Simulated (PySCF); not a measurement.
silicon monosulfide anion (SSi), SMILES [Si]=S (connectivity only; charge and spin as stated), charge -1, multiplicity 2. The structure is a stationary point at PBE0-D3(BJ)/def2-TZVPD. The spin state was assumed, not searched.

The numbers are results of PBE0-D3(BJ)/def2-TZVPD run with PySCF 2.14.0, not measurements.

Harmonic wavenumbers (cm⁻¹): 621. Rotational constants (GHz): 8.194 (linear); symmetry number 1.

**Question.** Work out the zero-point energy and the ideal-gas rigid-rotor harmonic-oscillator thermochemistry at 298.15 K and 1 atm.

**Answer.** ZPE = ½ Σ hcν = ½ × 621 cm⁻¹ = 0.89 kcal/mol. H − E(el) = 3.06 kcal/mol. Entropy in cal/(mol K): translation 38.20, rotation 15.16, vibration 0.41, spin 1.38, total 55.16. G − E(el) = -13.39 kcal/mol. Cp = 7.94 cal/(mol K).
